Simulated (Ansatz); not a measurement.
H3BClSi, SMILES `[SiH3][B-]Cl` (singlet; the order of the spin states depends on the level) (charge -1, multiplicity 1). This singlet lies 0.07 eV below the relaxed triplet at the level frozen-core CCSD(T)/aug-cc-pVTZ // B3LYP-D3(BJ)/def2-TZVPD (Ansatz, a quantum-chemistry and plane-wave program); other levels give the other order.

Z-matrix (Å, degrees):
```
Si
H 1 1.5032
H 1 1.5032 2 103.60
H 1 1.5227 2 103.52 3 -107.79
B 1 2.0697 2 108.82 3 115.64
Cl 5 1.8721 1 108.80 2 123.99
```
Charge -1, spin multiplicity 1.

The restricted HF start is unstable towards unrestricted orbitals.

Task: Give the natural occupations of the active orbitals, the CASSCF energy and the corrected energy for Ansatz with frozen-core fic-MRCISD+Q@CASSCF(2e,2o)/aug-cc-pVTZ // B3LYP-D3(BJ)/def2-TZVPD.

Result: 
```json
{
  "natural_occupations": "1.90, 0.10",
  "CASSCF energy": "-774.8732 Ha",
  "corrected_energy": "-775.3414 Ha",
  "weight_of_the_reference": "0.860"
}
```
